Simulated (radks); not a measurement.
Values are calculated unless marked as measured or tabulated.
Cl12+, 5 electrons, occupied as [He] 2s2 2p1. Code: a radial shooting solver on a logarithmic mesh with Libxc functionals. Model: Dirac Kohn-Sham, LB94 model potential, spin-unpolarised, spherical densities, finite nucleus; open shells fill j = l - 1/2 first; Fermi nuclear charge, rms radius 3.3654 fm. Some entries of the table are withheld. Estimate them.

orbital  occ.  eigenvalue (hartree)  <r^2> (bohr^2)  <r> (bohr)
1s1/2       2             -123.1730         0.01090         (1)
2s1/2       2             -25.10586          0.1819      0.3941
2p1/2       1                   (2)          0.1400      0.3395
2p3/2       0                   (3)          0.1413      0.3412

Answer. 
(1) 1s1/2 <r> (bohr): 0.09017
(2) 2p1/2 eigenvalue (hartree): -23.73596
(3) 2p3/2 eigenvalue (hartree): -23.64223
